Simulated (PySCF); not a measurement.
## Ionisation energy of Te⁺ by level of theory

Te⁺ [Kr] 4d10 5s2 5p3 (4S) → Te²⁺ [Kr] 4d10 5s2 5p2 (3P), as a difference of total energies. All numbers are calculated (PySCF 2.14, scalar relativity by spin-free X2C-1e, in x2c-TZVPPall (8s6p4d2f, 60 functions)). Correlated levels: valence: [Kr] 4d10 frozen. The calculations carry no spin-orbit coupling.

```tsv
method	ionisation energy (eV)
UHF	18.361
MP2 (valence)	18.753
SCS-MP2 (valence)	18.634
CCSD (valence)	18.742
CCSD(T) (valence)	18.764
CCSDT (valence)	18.768
```

Question: How much does correlation contribute at CCSD(T) (valence)?

Answer: 18.764 − (18.361) = 0.403 eV, measured against UHF.

The reference lies between the lowest fine-structure levels, while these numbers refer to the centres of the terms.

Errors of the correlated levels include the incompleteness of this basis and the frozen core.

For comparison: 18.6 ± 0.4 eV (measured; NIST Atomic Spectra Database, ionization energies).
